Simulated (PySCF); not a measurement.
# Fluorine: a sound run and one with changed settings

Sound run: F²⁺ [He] 2s2 2p3, F³⁺ [He] 2s2 2p2. All numbers are calculated (PySCF 2.14, scalar relativity by spin-free X2C-1e, in aug-cc-pVDZ-DK (4s3p2d, 23 functions)). The sound run starts from symmetry-adapted Hartree-Fock orbitals and uses a fine grid where one is needed.

Changed run: radial step 1.2 in ln r (0.13 in the sound run). This setting is unsound on purpose.

```csv
species,method,sound run (hartree),changed run (hartree),converged
F²⁺,UHF,-97.66362,-97.66362,yes
F²⁺,BP86,-97.85720,-98.53207,yes
F²⁺,r2SCAN,-97.84741,-98.60019,yes
F³⁺,UHF,-95.37708,-95.37708,yes
F³⁺,BP86,-95.54656,-96.19128,yes
F³⁺,r2SCAN,-95.52532,-96.21019,yes
```

Ionisation energy of F²⁺:

| method | sound run (eV) | changed run (eV) |
| --- | --- | --- |
| UHF | 62.220 | 62.220 |
| BP86 | 62.876 | 63.696 |
| r2SCAN | 63.187 | 65.035 |

A coarse radial grid mis-integrates the density and the exchange-correlation energy, with errors of either sign; Hartree-Fock needs no grid.

For comparison, NIST gives 62.708 eV between the lowest levels.
